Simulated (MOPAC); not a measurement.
MOPAC input (PM6):

```
PM6 FORCE THERMO(298,298) PRECISE LET UHF MS=0.5 GEO-OK AUX(PRECISION=9) THREADS=1
H4FOSi2

F     2.24382644 1   -0.55120466 1    0.62406317 1
Si    1.09220771 1    0.47863232 1    0.47394262 1
O    -0.37853154 1    0.15708687 1   -0.12015916 1
Si   -1.89946320 1   -0.30227748 1   -0.67877645 1
H     1.56407083 1    1.80722242 1    0.17015243 1
H    -1.70252378 1   -1.19430191 1   -1.82278638 1
H    -2.59899309 1   -0.98511651 1    0.41081034 1
H    -2.61041133 1    0.91326166 1   -1.07916974 1
```

Output:

```
 *******************************************************************************
 **                                                                           **
 **                              MOPAC v23.2.5                                **
 **                                                                           **
 *******************************************************************************
 ** MOPAC's Digital Object Identifier: https://doi.org/10.5281/zenodo.6511958 **
 **                                                                           **
 ** Please cite the open-source release paper for use of this MOPAC version:  **
 ** J. E. Moussa and J. J. P. Stewart (2026)                                  **
 ** MOPAC: An open-source semiempirical molecular orbital program             **
 ** J. Open Source Softw., 11(119), 8025, https://doi.org/10.21105/joss.08025 **
 *******************************************************************************

                              PM6 CALCULATION RESULTS

 *******************************************************************************
 *  PM6        - The PM6 Hamiltonian to be used
 *  GEO-OK     - OVERRIDE INTERATOMIC DISTANCE AND OTHER SAFETY CHECKS
 *  UHF        - UNRESTRICTED HARTREE-FOCK CALCULATION
 *  MS=        - IN MECI, MAGNETIC COMPONENT OF SPIN =  0.5
 *  LET        - OVERRIDE SOME SAFETY CHECKS
 *  PRECISE    - TIGHTER CRITERIA TO BE USED
 *  FORCE      - FORCE CALCULATION SPECIFIED
 *  AUX        - OUTPUT AUXILIARY INFORMATION
 *  THERMO     - THERMODYNAMIC QUANTITIES TO BE CALCULATED
 *******************************************************************************
PM6 FORCE THERMO(298,298) PRECISE LET UHF MS=0.5 GEO-OK AUX(PRECISION=9) THREADS=1
 H4FOSi2

   ATOM   CHEMICAL          X               Y               Z
  NUMBER   SYMBOL      (ANGSTROMS)     (ANGSTROMS)     (ANGSTROMS)

     1       F          2.24382644  *  -0.55120466  *   0.62406317  *
     2      Si          1.09220771  *   0.47863232  *   0.47394262  *
     3       O         -0.37853154  *   0.15708687  *  -0.12015916  *
     4      Si         -1.89946320  *  -0.30227748  *  -0.67877645  *
     5       H          1.56407083  *   1.80722242  *   0.17015243  *
     6       H         -1.70252378  *  -1.19430191  *  -1.82278638  *
     7       H         -2.59899309  *  -0.98511651  *   0.41081034  *
     8       H         -2.61041133  *   0.91326166  *  -1.07916974  *

          CARTESIAN COORDINATES

    NO.       ATOM           X           Y           Z

     1         F          2.2438     -0.5512      0.6241
     2        Si          1.0922      0.4786      0.4739
     3         O         -0.3785      0.1571     -0.1202
     4        Si         -1.8995     -0.3023     -0.6788
     5         H          1.5641      1.8072      0.1702
     6         H         -1.7025     -1.1943     -1.8228
     7         H         -2.5990     -0.9851      0.4108
     8         H         -2.6104      0.9133     -1.0792

 General Reference for PM6:
 "Optimization of Parameters for Semiempirical Methods V: Modification of NDDO Approximations
 and Application to 70 Elements", J. J. P. Stewart, J. Mol. Mod., 13, 1173-1213 (2007)
 URL: https://link.springer.com/article/10.1007/s00894-007-0233-4

           Empirical Formula: H4 O F Si2  =     8 atoms
[...]
 EFFECTIVE MASS      1.6930
 FORCE CONSTANT      0.2379

 VIBRATION         14   14A          ATOM PAIR     ENERGY CONTRIBUTION    RADIAL
 FREQUENCY           935.39         Si4 -- H 8         +28.9% ( 52.0%)      0.8%
 TRANSITION DIPOLE   1.6588         Si4 -- H 6         +28.8% ( 51.9%)      0.7%
 TRAVEL (Ang.)       0.3083         Si4 -- H 7         +28.1% ( 51.3%)      0.8%
 REDUCED MASS        0.7586         Si2 -- Si4          +6.9% ( 25.4%)     99.9%
 EFFECTIVE MASS      3.4858
 FORCE CONSTANT      0.3911

 VIBRATION         15   15A          ATOM PAIR     ENERGY CONTRIBUTION    RADIAL
 FREQUENCY          2084.01         Si2 -- H 5         +99.3% ( 99.9%)    100.0%
 TRANSITION DIPOLE   0.1790         Si2 -- O 3          +0.2% (  4.7%)     22.8%
 TRAVEL (Ang.)       0.1825         F 1 -- Si2          +0.2% (  4.6%)     17.3%
 REDUCED MASS        0.9710         Si2 -- Si4          +0.2% (  4.5%)     22.4%
 EFFECTIVE MASS      1.3571
 FORCE CONSTANT      2.4848

 VIBRATION         16   16A          ATOM PAIR     ENERGY CONTRIBUTION    RADIAL
 FREQUENCY          2126.83         Si4 -- H 7         +34.2% ( 58.2%)     96.2%
 TRANSITION DIPOLE   0.0461         Si4 -- H 8         +32.8% ( 57.0%)     96.0%
 TRAVEL (Ang.)       0.3092         Si4 -- H 6         +32.6% ( 56.9%)     96.0%
 REDUCED MASS        0.3315         O 3 -- Si4          +0.1% (  3.6%)    100.0%
 EFFECTIVE MASS      1.1536
 FORCE CONSTANT      0.8836

 VIBRATION         17   17A          ATOM PAIR     ENERGY CONTRIBUTION    RADIAL
 FREQUENCY          2139.86         Si4 -- H 8         +64.8% ( 81.2%)     99.5%
 TRANSITION DIPOLE   0.1977         Si4 -- H 7         +26.4% ( 51.8%)     93.5%
 TRAVEL (Ang.)       0.2458         Si4 -- H 6          +8.3% ( 29.0%)     76.0%
 REDUCED MASS        0.5215         Si2 -- Si4          +0.3% (  5.2%)      0.1%
 EFFECTIVE MASS      1.4496
 FORCE CONSTANT      1.4070

 VIBRATION         18   18A          ATOM PAIR     ENERGY CONTRIBUTION    RADIAL
 FREQUENCY          2140.03         Si4 -- H 6         +58.6% ( 77.2%)     99.0%
 TRANSITION DIPOLE   0.1933         Si4 -- H 7         +39.0% ( 63.0%)     96.8%
 TRAVEL (Ang.)       0.2459         Si4 -- H 8          +1.9% ( 13.8%)     36.6%
 REDUCED MASS        0.5209         Si2 -- Si4          +0.3% (  5.2%)      0.0%
 EFFECTIVE MASS      1.4510
 FORCE CONSTANT      1.4057

      SYMMETRY NUMBER FOR POINT-GROUP C1  =  1

          SYSTEM IS A GROUND STATE

 H4FOSi2

          MOLECULE IS NOT LINEAR

          THERE ARE 18 GENUINE VIBRATIONS IN THIS SYSTEM
          THIS THERMODYNAMICS CALCULATION IS LIMITED TO
          MOLECULES WHICH HAVE NO INTERNAL ROTATIONS

                    CALCULATED THERMODYNAMIC PROPERTIES
                                          *
   TEMP. (K)   PARTITION FUNCTION   H.O.F.    ENTHALPY  HEAT CAPACITY ENTROPY
                                   KCAL/MOL   CAL/MOLE    CAL/K/MOL  CAL/K/MOL

 298.00  VIB.     0.5695D+03                  2740.8134    16.5552    21.8058
         ROT.     0.1106D+06                   888.2803     2.9808    26.0598
         INT.     0.6300D+08                  3629.0937    19.5360    47.8657
         TRA.     0.8980D+27                  1480.4672     4.9680    39.5692
         TOT.                     -155.474    5109.5608    24.5040    87.4348

   *: NOTE: HEATS OF FORMATION ARE RELATIVE TO THE
            ELEMENTS IN THEIR STANDARD STATE AT 298K
              (=  Standard Enthalpy of Formation).

            Hvib:  Zero-point energy is not included.
                   frequencies of less than zero cm-1 are not included.
            Hrot = (3/2)RT
            Htra = (3/2)RT + pV = (5/2)RT

            Heat capacity is Cp, not Cv

          For more information, see: HTTP://OpenMOPAC.net/Manual/thermochemistry.html

           FORCE CONSTANT IN CARTESIAN COORDINATES (Millidynes/A)

    ATOM   CHEMICAL       X               Y               Z
   NUMBER   SYMBOL  FORCE CONSTANT  FORCE CONSTANT  FORCE CONSTANT

      1       F        2.816756        0.157250        0.052111
      2      Si        4.611138        4.343486        0.903661
      3       O        1.979820        3.859685        0.484927
      4      Si        4.929040        5.500268        4.574582
      5       H        0.574869        1.526679        0.657151
      6       H        0.708516        1.302208        1.193698
      7       H        0.296198        0.552872        2.350430
      8       H        2.343667        0.376703        0.483028

 **********************
 *                    *
 * JOB ENDED NORMALLY *
 *                    *
 **********************

 == MOPAC DONE ==
```
